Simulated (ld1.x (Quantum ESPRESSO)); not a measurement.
## Mn (Z = 25): excitation energies, all-electron against TM

```
Element                 : manganese (Mn)
Generator               : ld1.x (Quantum ESPRESSO) 7.5
Type                    : norm-conserving Troullier–Martins (Kleinman–Bylander form)
Functional              : PW91
Relativity              : scalar-relativistic
Frozen core             : [Ne]
Valence charge          : 15
Reference configuration : 3s2 3p6 3d5 4s2 4p0
Partial waves           : 3s (bound): rc 1.25 bohr; 3p (bound): rc 0.85 bohr; 3d (bound): rc 0.90 bohr
Local potential         : all-electron potential smoothed inside 1.10 bohr (lloc = -1)
Core correction         : none
```

Occupied shells without a wave of their own: 4s. They enter only through the test configuration that unscreens the potential.

Energies are relative to the spin-unpolarised reference configuration 3s2 3p6 3d5 4s2 4p0; without spin polarisation the order of configurations can differ from experiment.

| valence configuration | charge | ΔE all-electron (eV) | error AE − PS (meV) |
| --- | --- | --- | --- |
| 3s2 3p6 3d5 4s1 4p0 | +1 | 8.475 | -243 |
| 3s2 3p6 3d5 4s0 4p0 | +2 | 24.116 | -628 |
| 3s2 3p6 3d4 4s0 4p0 | +3 | 56.736 | -983 |
| 3s2 3p5 3d5 4s2 4p0 | +1 | 62.036 | +34 |
| 3s2 3p6 3d6 4s1 4p0 | 0 | -0.376 | -127 |
| 3s2 3p6 3d5 4s1 4p1 | 0 | 3.877 | -206 |

Q: What are ΔE and the potential's error for 3s2 3p6 3d5 4s1.5 4p0?

A: ΔE = 3.389 eV all-electron; the error (AE − PS) is -106 meV.

Levels in the configuration 3s2 3p6 3d4 4s0 4p0:

```csv
level,all-electron (eV),pseudo (eV)
3s,-121.876,-122.336
3p,-90.383,-90.804
3d,-41.315,-41.701
```

ld1.x printed “convergence not achieved” for 7 of the counted tests; their residual had stalled under 1e-8, short of the target of 1e-14. The 4s level has no wave, so the channel is fitted at the deeper level alone: the likely source of the large errors.
